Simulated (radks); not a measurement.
Results of a calculation; reference values are marked as such.
Ionisation ladder of neon, from Ne I to Ne X. Each ion is in the ground configuration listed by NIST, and IE = E(next ion) - E(this ion), with E = 0 for the bare nucleus. Code: a radial shooting solver on a logarithmic mesh with Libxc functionals. Model: non-relativistic Kohn-Sham, LDA (Slater exchange, Perdew-Wang correlation), spin-unpolarised, spherical densities, point nucleus.

Ne I: configuration [Ne]; IE, Delta-SCF (eV) 22.672; -e(HOMO) (eV) 13.547; HOMO 2p; IE, NIST (eV) 21.565; kind exp.; error (eV) +1.108
Ne II: configuration [He] 2s2 2p5; IE, Delta-SCF (eV) 43.422; -e(HOMO) (eV) 32.450; HOMO 2p; IE, NIST (eV) 40.963; kind exp.; error (eV) +2.459
Ne III: configuration [He] 2s2 2p4; IE, Delta-SCF (eV) 67.540; -e(HOMO) (eV) 54.952; HOMO 2p; IE, NIST (eV) 63.423; kind exp.; error (eV) +4.116
Ne IV: configuration [He] 2s2 2p3; IE, Delta-SCF (eV) 94.695; -e(HOMO) (eV) 80.633; HOMO 2p; IE, NIST (eV) 97.190; kind semi-emp.; error (eV) -2.495
Ne V: configuration [He] 2s2 2p2; IE, Delta-SCF (eV) 124.63; -e(HOMO) (eV) 109.22; HOMO 2p; IE, NIST (eV) 126.25; kind exp.; error (eV) -1.6
Ne VI: configuration [He] 2s2 2p1; IE, Delta-SCF (eV) 157.05; -e(HOMO) (eV) 140.46; HOMO 2p; IE, NIST (eV) 157.93; kind exp.; error (eV) -0.9
Ne VII: configuration [He] 2s2; IE, Delta-SCF (eV) 206.72; -e(HOMO) (eV) 191.45; HOMO 2s; IE, NIST (eV) 207.27; kind exp.; error (eV) -0.6
Ne VIII: configuration [He] 2s1; IE, Delta-SCF (eV) 236.16; -e(HOMO) (eV) 221.95; HOMO 2s; IE, NIST (eV) 239.10; kind semi-emp.; error (eV) -2.9
Ne IX: configuration [He]; IE, Delta-SCF (eV) 1200.2; -e(HOMO) (eV) 1128.7; HOMO 1s; IE, NIST (eV) 1195.8; kind theory; error (eV) +4.4
Ne X: configuration 1s1; IE, Delta-SCF (eV) 1336.2; -e(HOMO) (eV) 1271.5; HOMO 1s; IE, NIST (eV) 1362.2; kind theory; error (eV) -26.0

Reference values: NIST Atomic Spectra Database (exp. = measured, semi-emp. = semi-empirical, theory = theoretical value adopted there). The ionisation energy per charge of the ion left behind rises most, in proportion, at Ne IX ([He]), from 29.520 to 133.36 eV. Against the entries that are not theoretical the mean signed error is +1.5 % and the largest +6.5 %. Spin polarisation and multiplet splitting are left out, so open shells lie too high by an amount that depends on their filling.

Beside tabulated values, note that spin-unpolarised runs miss the spin-polarisation part of the exchange energy of open shells.
